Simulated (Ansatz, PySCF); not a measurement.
Gas-phase reaction R1 → P1 + P2, each structure at its B3LYP-D3(BJ)/def2-TZVP stationary point, reached from a drawn start (curvature not checked).
R1: Cl4Se (SMILES Cl[Se](Cl)(Cl)Cl), charge 0, multiplicity 1.
P1: Cl2Se (SMILES Cl[Se]Cl), charge 0, multiplicity 1.
P2: Cl2 (SMILES ClCl), charge 0, multiplicity 1.

P less R. No zero-point or thermal terms; no spin–orbit coupling.

Run with Ansatz (a program for electronic structure); PySCF for the D3/D4 terms. No computed number here is a measurement.

### Question
One of these levels gives 0.825 eV for the reaction energy. Name it.
(A) revPBE-D3(BJ)/def2-TZVPP
(B) BLYP/def2-TZVPP
(C) B97M-V/def2-TZVPP
(D) BHLYP-D3(BJ)/def2-TZVPP

### Answer
C, B97M-V/def2-TZVPP. The others give 0.698 (BLYP/def2-TZVPP), 1.023 (revPBE-D3(BJ)/def2-TZVPP), 0.402 (BHLYP-D3(BJ)/def2-TZVPP)
